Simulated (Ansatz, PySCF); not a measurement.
Pair of molecules: CH4O (SMILES CO) (first 6 atoms) with C2H6 (SMILES CC); geometry from B3LYP-D3(BJ)/def2-TZVP, rigid monomers moved along the line of their centres of mass till H6···C7 is 3.70 Å.
(charge 0, multiplicity 1):
```xyz
14

C     -0.634     0.241     0.053
O      0.683    -0.155     0.408
H     -1.248    -0.609    -0.265
H     -0.541     0.931    -0.785
H     -1.143     0.759     0.873
H      0.629    -0.771     1.146
C     -0.127    -0.769     4.766
C      0.144     0.729     4.870
H     -0.503    -1.176     5.707
H      0.783    -1.322     4.519
H     -0.878    -0.989     4.002
H     -0.768     1.279     5.113
H      0.535     1.125     3.932
H      0.876     0.943     5.651
```

Interaction energies are E(AB) − E(A) − E(B) at the monomers' geometry in the complex; basis-set methods are counterpoise corrected.

Cores are frozen in the correlated methods.

The values were computed with Ansatz (Gaussian basis) for Hartree–Fock, density functionals and correlated methods; PySCF for the dispersion terms. Values without a source in brackets are computed.

PBE/def2-TZVPPD gives -16.1 meV for the interaction energy.

Question: How do the other levels lie against it? Give each less PBE: PBE-D3(BJ)/def2-TZVPPD, r2SCAN/def2-TZVPPD, B3LYP/def2-TZVPPD, wB97M-V/def2-TZVPPD, MP2/aug-cc-pVDZ, CCSD(T)/aug-cc-pVDZ.

Answer: PBE-D3(BJ)/def2-TZVPPD -20.6; r2SCAN/def2-TZVPPD 0.4; B3LYP/def2-TZVPPD 16.4; wB97M-V/def2-TZVPPD -10.9; MP2/aug-cc-pVDZ -8.9; CCSD(T)/aug-cc-pVDZ -9.6 meV. 2 of 6 lie above PBE; the widest gap is to PBE-D3(BJ)/def2-TZVPPD.

Ansatz is a first-principles code.
